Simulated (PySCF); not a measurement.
# Bonding in `C=CC(=O)N(C)C`

Compound: C₅H₉NO.
SMILES with atom numbers: `[CH2:1]=[CH:2][C:3](=[O:4])[N:5]([CH3:6])[CH3:7]` (hydrogens: H8, H9 on C1; H10 on C2; H11, H12, H13 on C6; H14, H15, H16 on C7)

Geometry (GFN2-xTB, Å), atoms numbered from 1 in this order:
```xyz
16
C5H9NO angstrom
C      2.7148   -0.7226   -0.3261
C      1.4794   -0.3705   -0.6452
C      0.6490    0.4178    0.3056
O      1.1529    1.1707    1.1222
N     -0.6968    0.2634    0.2068
C     -1.3504   -0.6641   -0.6843
C     -1.5621    1.0841    1.0210
H      3.1172   -0.4704    0.6413
H      3.3560   -1.2631   -1.0020
H      1.0616   -0.5965   -1.6152
H     -1.5004   -0.2299   -1.6790
H     -0.7768   -1.5848   -0.7788
H     -2.3271   -0.9152   -0.2714
H     -2.2147    1.6920    0.3901
H     -2.1761    0.4634    1.6775
H     -0.9339    1.7346    1.6261
```

Bond orders from the PBE0/pcSseg-1 density (PySCF). One conformer (not necessarily the lowest) at the GFN2-xTB geometry, without solvent, vibrations or thermal averaging.

Q: Where do the orders between heavy atoms depart from those drawn in the SMILES?

A: The largest departure is 0.109, at C3–O4 (drawn double, 1.891).

Q: Give the Mayer order of every bond, beside its length.

A: 
| bond | drawn as | length (Å) | Mayer order |
| --- | --- | --- | --- |
| C1–C2 | double | 1.324 | 1.972 |
| C2–C3 | single | 1.488 | 0.961 |
| C3–O4 | double | 1.220 | 1.891 |
| C3–N5 | single | 1.358 | 1.095 |
| N5–C6 | single | 1.443 | 0.934 |
| N5–C7 | single | 1.444 | 0.942 |
| C1–H8 | single | 1.078 | 0.943 |
| C1–H9 | single | 1.077 | 0.951 |
| C2–H10 | single | 1.080 | 0.943 |
| C6–H11 | single | 1.096 | 0.960 |
| C6–H12 | single | 1.089 | 0.958 |
| C6–H13 | single | 1.090 | 0.962 |
| C7–H14 | single | 1.092 | 0.966 |
| C7–H15 | single | 1.092 | 0.963 |
| C7–H16 | single | 1.088 | 0.950 |

By pair of heavy elements: C–C: lowest C2–C3 (0.961, 1.488 Å), highest C1–C2 (1.972, 1.324 Å). C–N: lowest N5–C6 (0.934, 1.443 Å), highest C3–N5 (1.095, 1.358 Å).

Q: Sum the orders of all bonds at each heavy atom with more than one neighbour and set the sums beside the valence in the SMILES.

A: C1 3.866 (drawn 4), C2 3.876 (drawn 4), C3 3.947 (drawn 4), N5 2.971 (drawn 3), C6 3.814 (drawn 4), C7 3.821 (drawn 4). Orders between atoms that aren't bonded are not in these sums.

For a closed shell the Mayer order of atoms A and B is Σ (PS)μν (PS)νμ over the basis functions μ on A and ν on B, with P the density and S the overlap matrix.

The run behind these numbers computed NMR shieldings as well. The run took 22 s wall on one thread, Arm Neoverse V1, shared host.
